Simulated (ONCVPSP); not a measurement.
**scandium (Sc), ONCV: configuration errors across variants**

ONCVPSP 4.0.1 input, shortened (lines: element, Z, core and valence counts, functional; n l f; lmax; l rc ep ncon nbas qcut; lloc lpopt rc5 dvloc0; l nproj debl; icmod fcfact rcfact), LDA (Perdew-Wang 92), scalar-relativistic:

```
  Sc 21.00    4    3  -001012      upf
    1    0    2.00
    2    0    2.00
    2    1    6.00
    3    0    2.00
    3    1    6.00
    3    2    1.00
    4    0    2.00
    2
    0    3.15    0.00    3    7    2.40
    1    1.15    0.00    3    7    6.70
    2    1.55    0.00    4    8    8.20
    4    2    0.90    0.00
    0    2    0.90
    1    2    0.60
    2    2    0.70
    3    5.00    1.45
```

In the p channel the program set the typed energies aside and used -1.234, 0.250 Ha.

All-electron excitation energies from the reference (eV): (1) 3p6 3d1 4s1 7.061; (2) 3p6 3d1 4s0 20.016; (3) 3p6 3d0 4s2 4p1 3.627.

2 further variants failed, have other tests or too few solved ones, and are left out.

A true bound ghost makes a file unfit for plane-wave use even where its test errors are small: the radial tests pick states by their node count and pass the ghost by.

Errors AE − PS in meV (a dash: test not solved or not reliable):

```json
{"change": "base", "(1)": "-2.2", "(2)": "-11", "(3)": "-6.2", "bound ghosts": "s", "GHOST(+) flags above zero": "none"}
{"change": "s: qcut 1.6", "(1)": "-5.0", "(2)": "-47", "(3)": "+41", "bound ghosts": "s", "GHOST(+) flags above zero": "none"}
{"change": "s: qcut 2.8", "(1)": "-1.6", "(2)": "-2.9", "(3)": "-19", "bound ghosts": "s", "GHOST(+) flags above zero": "none"}
```

Question: Give the same row for: s: qcut 2.

Answer: -3.3, -26, +15; bound ghosts: s; GHOST(+) flags above zero: none.
